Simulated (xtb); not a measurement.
ClSr (SMILES [Cl][Sr+]), charge +1, singlet, at a GFN2-xTB geometry (such geometries of metal compounds can be far from the true shape). Base run: GFN0-xTB (xtb 6.7.1).

xtb was given this input:
```
$ xtb mol.xyz --gfn 0 --chrg 1 --json

# file mol.xyz
2

Sr    -0.00000000    -0.00000000    -0.76811428
Cl     0.00000000     0.00000000     1.71696133
```

Variants of this job, named by their change:

```csv
change,ΔE vs base (kJ/mol),HOMO-LUMO gap (eV)
base,0.00,7.03
etemp = 5000,-0.08,7.03
acc = 0.0001,0.00,7.03
acc = 1000,0.00,7.03
acc = 0.1,0.00,7.03
```
